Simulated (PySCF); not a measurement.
C3H6OSi, SMILES O=C1CC[SiH2]1.

The structure is a stationary point at PBE-D3(BJ)/def2-SVP. This is a generated structure with no PubChem entry under its InChIKey; it may be hypothetical.

Method: PBE-D3(BJ)/def2-SVP run with PySCF 2.14.0.

Frequencies are harmonic and unscaled.

Q: Give all harmonic wavenumbers and intensities. (An estimate is asked for; the answer gives what the named calculation found.)

A: 
```tsv
mode	ν (cm⁻¹)	IR (km/mol)	moving atoms (share of kinetic energy)
1	70	1.0	H 50 %, C 35 %, O 13 %
2	263	7.0	H 61 %, C 23 %, O 13 %
3	334	0.4	O 38 %, Si 34 %, H 15 %, C 14 %
4	410	3.1	H 70 %, C 20 %
5	489	6.5	H 45 %, C 29 %, Si 18 %, O 8 %
6	543	2.6	H 52 %, C 26 %, Si 18 %
7	565	12.4	C 48 %, H 25 %, O 23 %
8	685	4.4	H 45 %, C 44 %
9	687	51.9	H 68 %, C 15 %, Si 10 %, O 8 %
10	736	59.1	H 57 %, C 29 %, Si 13 %
11	832	20.4	H 50 %, C 43 %
12	896	76.6	H 93 %
13	936	46.1	C 80 %, H 19 %
14	946	39.3	C 58 %, H 40 %
15	984	3.0	H 84 %, C 15 %
16	1082	2.2	H 58 %, C 41 %
17	1167	1.2	H 78 %, C 21 %
18	1182	3.5	H 68 %, C 31 %
19	1343	8.3	H 93 %
20	1379	8.9	H 91 %, C 9 %
21	1813	248.1	C 61 %, O 38 %
22	2134	91.3	H 97 %
23	2154	106.5	H 96 %
24	2965	8.0	H 95 %
25	3018	4.7	H 94 %
26	3027	5.5	H 91 %, C 9 %
27	3085	2.7	H 90 %, C 10 %
```
